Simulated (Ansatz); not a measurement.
Ansatz (a quantum-chemistry and plane-wave program) input (B3LYP/6-31G* with LANL2DZ past Ar): The .json file joins the Basis Set Exchange's 6-31G* for atoms up to Ar and LANL2DZ past it.

Ansatz 0.2 input:
```yaml
crystal:
  periodic: [false, false, false]
  atoms:
    - {symbol: C, position_ang: [0.58371069, -1.38946177, -1.32153632]}
    - {symbol: Ge, position_ang: [0.02916463, -0.09175088, -0.10091534]}
    - {symbol: C, position_ang: [-1.85183480, 0.69197612, 0.08156118]}
    - {symbol: C, position_ang: [1.14272402, 1.57430983, -0.19214020]}
    - {symbol: N, position_ang: [0.20783980, -0.68286828, 1.72857369]}
    - {symbol: H, position_ang: [0.88485471, -0.99265597, -2.30125191]}
    - {symbol: H, position_ang: [-0.09938893, -2.24164064, -1.44830601]}
    - {symbol: H, position_ang: [-2.61104638, -0.09860889, 0.16640106]}
    - {symbol: H, position_ang: [-2.10113523, 1.28863261, -0.80633610]}
    - {symbol: H, position_ang: [-1.94143514, 1.34205387, 0.96430805]}
    - {symbol: H, position_ang: [2.21007991, 1.32544199, -0.21143650]}
    - {symbol: H, position_ang: [0.95463401, 2.20344119, 0.68648720]}
    - {symbol: H, position_ang: [0.91762756, 2.16488047, -1.09074218]}
    - {symbol: H, position_ang: [0.83762156, -1.48729564, 1.70287694]}
    - {symbol: H, position_ang: [-0.68755819, -1.04908767, 2.05996645]}
basis:
  gaussian:
    orbitals: 6-31Gs+LANL2DZ.json
hamiltonian:
  xc: {name: B3LYP}
total_charge: -1
phonons: {temperatures: {t_min: 298.15, t_max: 298.15, t_step: 100}}
```

Output:

```
Functional definition: B3LYP
integrals: 0.05 GiB planned
1115 factors; integrals over basis functions are off by at most 4.3e-4 eV
mean field: 0.33 GiB planned
mean field evaluation 1: about -4854.7052 eV, gradient 7.0e1 eV
mean field evaluation 2: about -4843.9294 eV, gradient 8.9e1 eV
mean field evaluation 4: about -4866.0251 eV, gradient 4.6e0 eV
mean field evaluation 8: about -4866.0884 eV, gradient 5.0e-2 eV
mean field evaluation 16: about -4866.0884 eV, gradient 3.6e-5 eV
mean field -4866.08840985 eV, -178.8254507090 hartree, gradient 3.6e-5 eV, S^2 0.000000; 0 other end points of the search recorded, 0 dependent functions left out
the calculation of the forces begins
reference -4866.08866060 eV, -178.8254599237 hartree; 20, 20 occupied and 68, 68 virtual orbitals, 1115 factors
these checks for a lower state are left out or cut short: stability, starts, cluster_reference, orbital_swaps, neighbouring_geometries, increment
integrals: 0.05 GiB planned
1115 factors; integrals over basis functions are off by at most 4.3e-4 eV
mean field: 0.33 GiB planned
mean field -4866.08835712 eV, -178.8254487710 hartree, gradient 2.5e-6 eV, S^2 0.000000; 0 other end points of the search recorded, 0 dependent functions left out
the calculation of the forces begins
reference -4866.08860788 eV, -178.8254579864 hartree; 20, 20 occupied and 68, 68 virtual orbitals, 1115 factors
these checks for a lower state are left out or cut short: stability, starts, cluster_reference, orbital_swaps, neighbouring_geometries, increment
integrals: 0.05 GiB planned
1115 factors; integrals over basis functions are off by at most 4.3e-4 eV
mean field: 0.33 GiB planned
mean field -4866.08835386 eV, -178.8254486511 hartree, gradient 2.5e-6 eV, S^2 0.000000; 0 other end points of the search recorded, 0 dependent functions left out
the calculation of the forces begins
reference -4866.08860458 eV, -178.8254578651 hartree; 20, 20 occupied and 68, 68 virtual orbitals, 1115 factors
these checks for a lower state are left out or cut short: stability, starts, cluster_reference, orbital_swaps, neighbouring_geometries, increment
integrals: 0.05 GiB planned
1115 factors; integrals over basis functions are off by at most 4.3e-4 eV
mean field: 0.33 GiB planned
mean field evaluation 32: about -4866.0883 eV, gradient 8.9e-5 eV
mean field -4866.08829943 eV, -178.8254466508 hartree, gradient 2.4e-6 eV, S^2 0.000000; 0 other end points of the search recorded, 0 dependent functions left out
the calculation of the forces begins
reference -4866.08855020 eV, -178.8254558665 hartree; 20, 20 occupied and 68, 68 virtual orbitals, 1115 factors
these checks for a lower state are left out or cut short: stability, starts, cluster_reference, orbital_swaps, neighbouring_geometries, increment
integrals: 0.05 GiB planned
1115 factors; integrals over basis functions are off by at most 4.3e-4 eV
mean field: 0.33 GiB planned
mean field -4866.08829973 eV, -178.8254466619 hartree, gradient 2.7e-6 eV, S^2 0.000000; 0 other end points of the search recorded, 0 dependent functions left out
the calculation of the forces begins
reference -4866.08855045 eV, -178.8254558756 hartree; 20, 20 occupied and 68, 68 virtual orbitals, 1115 factors
these checks for a lower state are left out or cut short: stability, starts, cluster_reference, orbital_swaps, neighbouring_geometries, increment
integrals: 0.05 GiB planned
1115 factors; integrals over basis functions are off by at most 4.3e-4 eV
mean field: 0.33 GiB planned
mean field -4866.08828786 eV, -178.8254462259 hartree, gradient 1.9e-6 eV, S^2 0.000000; 0 other end points of the search recorded, 0 dependent functions left out
the calculation of the forces begins
reference -4866.08853865 eV, -178.8254554422 hartree; 20, 20 occupied and 68, 68 virtual orbitals, 1115 factors
these checks for a lower state are left out or cut short: stability, starts, cluster_reference, orbital_swaps, neighbouring_geometries, increment
integrals: 0.05 GiB planned
1115 factors; integrals over basis functions are off by at most 4.3e-4 eV
mean field: 0.33 GiB planned
mean field -4866.08828541 eV, -178.8254461355 hartree, gradient 2.8e-6 eV, S^2 0.000000; 0 other end points of the search recorded, 0 dependent functions left out
the calculation of the forces begins
reference -4866.08853611 eV, -178.8254553488 hartree; 20, 20 occupied and 68, 68 virtual orbitals, 1115 factors
these checks for a lower state are left out or cut short: stability, starts, cluster_reference, orbital_swaps, neighbouring_geometries, increment
integrals: 0.05 GiB planned
1115 factors; integrals over basis functions are off by at most 4.3e-4 eV
mean field: 0.33 GiB planned
mean field -4866.08833620 eV, -178.8254480021 hartree, gradient 2.3e-6 eV, S^2 0.000000; 0 other end points of the search recorded, 0 dependent functions left out
[...]
mean field -4866.08834922 eV, -178.8254484809 hartree, gradient 2.6e-6 eV, S^2 0.000000; 0 other end points of the search recorded, 0 dependent functions left out
the calculation of the forces begins
reference -4866.08859999 eV, -178.8254576963 hartree; 20, 20 occupied and 68, 68 virtual orbitals, 1115 factors
these checks for a lower state are left out or cut short: stability, starts, cluster_reference, orbital_swaps, neighbouring_geometries, increment
integrals: 0.05 GiB planned
1115 factors; integrals over basis functions are off by at most 4.3e-4 eV
mean field: 0.33 GiB planned
mean field -4866.08834843 eV, -178.8254484516 hartree, gradient 2.9e-6 eV, S^2 0.000000; 0 other end points of the search recorded, 0 dependent functions left out
the calculation of the forces begins
reference -4866.08859916 eV, -178.8254576656 hartree; 20, 20 occupied and 68, 68 virtual orbitals, 1115 factors
these checks for a lower state are left out or cut short: stability, starts, cluster_reference, orbital_swaps, neighbouring_geometries, increment
integrals: 0.05 GiB planned
1115 factors; integrals over basis functions are off by at most 4.3e-4 eV
mean field: 0.33 GiB planned
mean field -4866.08832647 eV, -178.8254476446 hartree, gradient 1.7e-6 eV, S^2 0.000000; 0 other end points of the search recorded, 0 dependent functions left out
the calculation of the forces begins
reference -4866.08857720 eV, -178.8254568587 hartree; 20, 20 occupied and 68, 68 virtual orbitals, 1115 factors
these checks for a lower state are left out or cut short: stability, starts, cluster_reference, orbital_swaps, neighbouring_geometries, increment
integrals: 0.05 GiB planned
1115 factors; integrals over basis functions are off by at most 4.3e-4 eV
mean field: 0.33 GiB planned
mean field -4866.08832777 eV, -178.8254476924 hartree, gradient 8.1e-7 eV, S^2 0.000000; 0 other end points of the search recorded, 0 dependent functions left out
the calculation of the forces begins
reference -4866.08857853 eV, -178.8254569077 hartree; 20, 20 occupied and 68, 68 virtual orbitals, 1115 factors
these checks for a lower state are left out or cut short: stability, starts, cluster_reference, orbital_swaps, neighbouring_geometries, increment
integrals: 0.05 GiB planned
1115 factors; integrals over basis functions are off by at most 4.3e-4 eV
mean field: 0.33 GiB planned
mean field evaluation 512: about -4866.0884 eV, gradient 2.4e-5 eV
mean field -4866.08839874 eV, -178.8254503006 hartree, gradient 1.8e-6 eV, S^2 0.000000; 0 other end points of the search recorded, 0 dependent functions left out
the calculation of the forces begins
reference -4866.08864949 eV, -178.8254595153 hartree; 20, 20 occupied and 68, 68 virtual orbitals, 1115 factors
these checks for a lower state are left out or cut short: stability, starts, cluster_reference, orbital_swaps, neighbouring_geometries, increment
integrals: 0.05 GiB planned
1115 factors; integrals over basis functions are off by at most 4.3e-4 eV
mean field: 0.33 GiB planned
mean field -4866.08840101 eV, -178.8254503840 hartree, gradient 1.6e-6 eV, S^2 0.000000; 0 other end points of the search recorded, 0 dependent functions left out
the calculation of the forces begins
reference -4866.08865176 eV, -178.8254595987 hartree; 20, 20 occupied and 68, 68 virtual orbitals, 1115 factors
these checks for a lower state are left out or cut short: stability, starts, cluster_reference, orbital_swaps, neighbouring_geometries, increment
integrals: 0.05 GiB planned
1115 factors; integrals over basis functions are off by at most 4.3e-4 eV
mean field: 0.33 GiB planned
mean field -4866.08830341 eV, -178.8254467971 hartree, gradient 1.6e-6 eV, S^2 0.000000; 0 other end points of the search recorded, 0 dependent functions left out
the calculation of the forces begins
reference -4866.08855414 eV, -178.8254560114 hartree; 20, 20 occupied and 68, 68 virtual orbitals, 1115 factors
these checks for a lower state are left out or cut short: stability, starts, cluster_reference, orbital_swaps, neighbouring_geometries, increment
integrals: 0.05 GiB planned
1115 factors; integrals over basis functions are off by at most 4.3e-4 eV
mean field: 0.33 GiB planned
mean field -4866.08830708 eV, -178.8254469320 hartree, gradient 1.2e-6 eV, S^2 0.000000; 0 other end points of the search recorded, 0 dependent functions left out
the calculation of the forces begins
reference -4866.08855784 eV, -178.8254561473 hartree; 20, 20 occupied and 68, 68 virtual orbitals, 1115 factors
these checks for a lower state are left out or cut short: stability, starts, cluster_reference, orbital_swaps, neighbouring_geometries, increment
integrals: 0.05 GiB planned
1115 factors; integrals over basis functions are off by at most 4.3e-4 eV
mean field: 0.33 GiB planned
mean field -4866.08838527 eV, -178.8254498055 hartree, gradient 9.2e-7 eV, S^2 0.000000; 0 other end points of the search recorded, 0 dependent functions left out
the calculation of the forces begins
reference -4866.08863601 eV, -178.8254590200 hartree; 20, 20 occupied and 68, 68 virtual orbitals, 1115 factors
these checks for a lower state are left out or cut short: stability, starts, cluster_reference, orbital_swaps, neighbouring_geometries, increment
integrals: 0.05 GiB planned
1115 factors; integrals over basis functions are off by at most 4.3e-4 eV
mean field: 0.33 GiB planned
mean field evaluation 544: about -4866.0884 eV, gradient 1.9e-6 eV
mean field -4866.08838471 eV, -178.8254497848 hartree, gradient 1.9e-6 eV, S^2 0.000000; 0 other end points of the search recorded, 0 dependent functions left out
the calculation of the forces begins
reference -4866.08863546 eV, -178.8254589997 hartree; 20, 20 occupied and 68, 68 virtual orbitals, 1115 factors
these checks for a lower state are left out or cut short: stability, starts, cluster_reference, orbital_swaps, neighbouring_geometries, increment
integrals: 0.05 GiB planned
1115 factors; integrals over basis functions are off by at most 4.3e-4 eV
mean field: 0.33 GiB planned
mean field -4866.08838817 eV, -178.8254499121 hartree, gradient 1.9e-6 eV, S^2 0.000000; 0 other end points of the search recorded, 0 dependent functions left out
the calculation of the forces begins
reference -4866.08863893 eV, -178.8254591274 hartree; 20, 20 occupied and 68, 68 virtual orbitals, 1115 factors
these checks for a lower state are left out or cut short: stability, starts, cluster_reference, orbital_swaps, neighbouring_geometries, increment
integrals: 0.05 GiB planned
1115 factors; integrals over basis functions are off by at most 4.3e-4 eV
mean field: 0.33 GiB planned
mean field -4866.08838963 eV, -178.8254499659 hartree, gradient 2.0e-6 eV, S^2 0.000000; 0 other end points of the search recorded, 0 dependent functions left out
the calculation of the forces begins
reference -4866.08864036 eV, -178.8254591800 hartree; 20, 20 occupied and 68, 68 virtual orbitals, 1115 factors
Total energy: -4866.08866060 eV, -178.8254599237 hartree
Atom 0 at     0.583711    -1.389462    -1.321536 Å, force     0.000616    -0.000117     0.000384 eV/Å
Atom 1 at     0.029165    -0.091751    -0.100915 Å, force    -0.000455    -0.000391     0.001088 eV/Å
Atom 2 at    -1.851835     0.691976     0.081561 Å, force     0.000039     0.000159    -0.000063 eV/Å
Atom 3 at     1.142724     1.574310    -0.192140 Å, force     0.000103    -0.000151     0.000616 eV/Å
Atom 4 at     0.207840    -0.682868     1.728574 Å, force     0.000765     0.000645    -0.000437 eV/Å
Atom 5 at     0.884855    -0.992656    -2.301252 Å, force    -0.000097     0.000028    -0.000512 eV/Å
Atom 6 at    -0.099389    -2.241641    -1.448306 Å, force    -0.000323    -0.000119    -0.000028 eV/Å
Atom 7 at    -2.611046    -0.098609     0.166401 Å, force     0.000303     0.000006    -0.000170 eV/Å
Atom 8 at    -2.101135     1.288633    -0.806336 Å, force    -0.000084     0.000022     0.000155 eV/Å
Atom 9 at    -1.941435     1.342054     0.964308 Å, force     0.000084    -0.000026    -0.000129 eV/Å
Atom 10 at     2.210080     1.325442    -0.211436 Å, force    -0.000441    -0.000109     0.000118 eV/Å
Atom 11 at     0.954634     2.203441     0.686487 Å, force     0.000010     0.000244    -0.000185 eV/Å
Atom 12 at     0.917628     2.164880    -1.090742 Å, force    -0.000089    -0.000135    -0.000104 eV/Å
Atom 13 at     0.837622    -1.487296     1.702877 Å, force     0.000128    -0.000152    -0.000458 eV/Å
Atom 14 at    -0.687558    -1.049088     2.059966 Å, force    -0.000559     0.000095    -0.000272 eV/Å
Dipole moment:    -0.429301     0.403148     0.257284 e Å
Vibrations: 76.72 142.77 147.32 172.93 182.14 203.27 215.42 221.62 297.49 473.96 487.51 534.63 545.58 694.77 706.70 724.81 740.08 793.69 827.40 867.11 941.59 1255.31 1272.85 1417.18 1497.97 1499.42 1503.88 1512.58 1625.23 3001.02 3010.88 3026.00 3073.12 3074.60 3084.44 3095.91 3113.88 3418.38 3517.08 cm⁻¹, zero-point energy 3.285411 eV
```

The blocks after the first are displaced geometries, from whose forces the wavenumbers follow.

The dipole moment of an ion depends on the origin.
